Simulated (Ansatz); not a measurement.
`[NH2][SnH]([OH])[F]` → NH₃ + `[OH][Sn][F]` at 500 K and 1 bar (stannylene formation by 1,1-elimination).

Gas-phase electronic energies from Ansatz, PBE0-D4/def2-TZVP geometries. CCSD(T)/CBS is the MP2 limit (def2-TZVPP, def2-QZVPP) plus CCSD(T) − MP2 in def2-TZVPP, frozen cores. This one scheme is used for every species. def2 core potentials past Kr. For Sn outer-core shells are correlated without core-valence functions, which leaves a few kJ/mol of doubt a bond. One conformer a species, not always the lowest.

| species | CCSD(T)/CBS energy (Eh) | H − E (kJ/mol) | S (J/(mol·K)) |
| --- | --- | --- | --- |
| `[NH2][SnH]([OH])[F]` | -446.16360 | 168.6 | 408.1 |
| NH₃ | -56.50880 | 108.2 | 211.8 |
| `[OH][Sn][F]` | -389.66871 | 64.5 | 325.7 |

H − E and S are ideal-gas, rigid-rotor, harmonic terms from PBE0-D4/def2-TZVP, for one conformer and one mirror image of each species. 1 Eh = 2625.50 kJ/mol, R = 8.31446 J/(mol·K).

**Question.** By hand: ΔE, ΔH, ΔS and ΔG.

**Answer.** ΔE = (-56.50880) + (-389.66871) − (-446.16360) = -0.01391 Eh = -36.5 kJ/mol. Δ(H − E) = 108.2 + 64.5 − 168.6 = 4.1, so ΔH = -32.4 kJ/mol. ΔS = 211.8 + 325.7 − 408.1 = 129.4 J/(mol·K). ΔG = -32.4 − 500 × (129.4)/1000 = -97.1 kJ/mol.

**Question.** By hand: the equilibrium constant, and the temperature at which ΔG would vanish if ΔH and ΔS stayed fixed.

**Answer.** log₁₀ K = −ΔG/(RT ln 10) = 10.1. ΔH and −TΔS have one sign here, so there is no such temperature.

The number of gas molecules changes by +1, which sets the sign of ΔS. A doubt of 5 kJ/mol in ΔE shifts log₁₀ K by 0.5 here. Other conformers and mirror images would add mixing entropy, several J/(mol·K) or more a flexible species. These are equilibria of isolated gas molecules and say nothing of rates. Largest T1 diagnostic: 0.018 (customary marks: 0.02 for closed shells, 0.045 for open ones).
